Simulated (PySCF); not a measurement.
# How methods differ on the excitation energy of Sb

Sb [Kr] 4d10 5s2 5p3 (4S) → Sb [Kr] 4d10 5s2 5p2 6s1 (4P), as a difference of total energies. Computed with PySCF 2.14 in dyall-av2z, with no relativity, point nucleus. Correlated levels: valence: [Kr] 4d10 frozen; virtual orbitals above 40 to 60 times the deepest correlated orbital energy dropped. The calculations carry no spin-orbit coupling.

```
           method  excitation energy (eV)  difference from reference (eV)
              UHF                   5.977                          +0.188
              LDA                   5.893                          +0.104
              PBE                   5.829                          +0.040
             PBE0                   5.990                          +0.201
           r2SCAN                   6.218                          +0.429
            TPSSh                   6.061                          +0.272
            B3LYP                   5.882                          +0.093
          r2SCAN0                   6.237                          +0.448
    MP2 (valence)                   6.027                          +0.238
SCS-MP2 (valence)                   5.995                          +0.206
```

Reference: 5.789 eV (measured; NIST levels, between the centres of gravity of the two terms).

These non-relativistic numbers lack the scalar-relativistic shift.

The promoted electron is Rydberg-like, and one or two diffuse shells describe it only roughly, which tends to raise the upper state.
